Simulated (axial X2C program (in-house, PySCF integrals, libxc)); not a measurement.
Excited states of ZnPb by EOM-EE-CCSD

Computed with an in-house all-electron X2C program for linear molecules (integrals from PySCF): two-component X2C with atomic mean-field Coulomb and Gaunt terms, Gaussian nuclei, basis Pb dyall-acv3z, Zn dyall-acv3z with contracted cores.

R = 2.991 Å (near the PBE0 minimum at charge 0 of the determinant lowest at the starting distance; the state shown can have its own minimum elsewhere).

Hartree–Fock spinors of ZnPb (one of each Kramers pair; a window near the gap, which can cut inner shells):

```tsv
ω	occupied	ε (eV)	character
1/2	yes	-20.89	100% Zn d
5/2	yes	-20.86	100% Zn d
3/2	yes	-20.86	100% Zn d
1/2	yes	-15.26	81% Pb s, 8% Zn p, 5% Zn d
1/2	yes	-8.67	51% Zn s, 38% Pb p, 5% Pb d
1/2	yes	-6.46	68% Pb p, 14% Zn s, 9% Zn p
1/2	no	0.09	37% Pb p, 28% Zn s, 28% Zn p
3/2	no	0.13	54% Pb p, 45% Zn p
1/2	no	0.42	88% Zn p, 8% Zn s, 3% Pb p
1/2	no	0.43	87% Zn p, 9% Pb p, 3% Zn s
3/2	no	0.56	73% Zn p, 24% Pb p, 2% Zn d
1/2	no	0.67	54% Zn s, 22% Pb p, 18% Zn p
```

Vertical excitation energies from the closed-shell determinant state of ZnPb:

```tsv
Ω	excitation (eV)	cm⁻¹	hole of the leading pair	particle of the leading pair	weight of the pair (for Ω = 0 its time-reversed partner can hold as much again)	singles weight
1	0.935	7539	68% Pb pπ, 13% Pb pσ	84% Pb pπ, 11% Zn pπ	0.92	0.96
0⁻	1.167	9413	67% Pb pπ, 11% Pb pσ, 6% Zn sσ	42% Pb pσ, 23% Zn pσ, 20% Pb pπ	0.47	0.96
1	1.385	11168	65% Pb pπ, 10% Pb pσ, 9% Zn sσ	40% Pb pσ, 26% Zn pσ, 19% Pb pπ	0.91	0.94
2	1.401	11298	68% Pb pπ, 13% Pb pσ	81% Pb pπ, 14% Zn pπ	0.95	0.95
0⁺	1.515	12221	68% Pb pπ, 14% Pb pσ	43% Pb pσ, 20% Zn pσ, 18% Pb pπ	0.46	0.92
0⁻	3.084	24871	65% Zn sσ, 17% Pb pσ, 7% Pb dσ	31% Zn pσ, 31% Zn pπ, 20% Pb pσ	0.36	0.94
1	3.146	25376	63% Zn sσ, 22% Pb pσ, 7% Pb dσ	35% Zn pσ, 24% Pb pσ, 21% Zn pπ	0.55	0.93
2	3.303	26642	64% Zn sσ, 12% Pb pσ, 8% Pb dσ	69% Zn pπ, 20% Pb pπ, 8% Pb dπ	0.70	0.91
0⁺	3.364	27133	39% Zn sσ, 38% Pb pπ	74% Zn pπ, 14% Pb dπ	0.33	0.78
0⁻	3.537	28524	48% Pb pπ, 28% Zn sσ	55% Zn pπ, 15% Pb dπ, 12% Zn pσ	0.34	0.90
1	3.539	28543	43% Pb pπ, 33% Zn sσ	49% Zn pπ, 17% Zn pσ, 14% Pb dπ	0.53	0.90
```

This point took 57 s on 1 thread of AMD EPYC 9R14 (Zen 4), on a shared host.

Reference electrons by ω block (each with its −ω partner): 1/2: 33, 3/2: 16, 5/2: 6, 7/2: 1. 16 electrons of ZnPb correlated (inner shells frozen), 88 natural virtual spinors (a truncated set); levels can be off by some tenths of an eV. Roots sought by Ω: (0: 5, 1: 4, 2: 3, 3: 1); rows need 60 % singles weight and stop where some Ω has no more roots. Missing are any skipped roots, higher Ω and states of a further excitation; these come out far too high here and may in truth be low or lowest. T1 of the reference 0.015 (Lee–Taylor). Number of frozen shells: Pb 5 s, 4 p, 3 d, 1 f; Zn 3 s, 2 p.
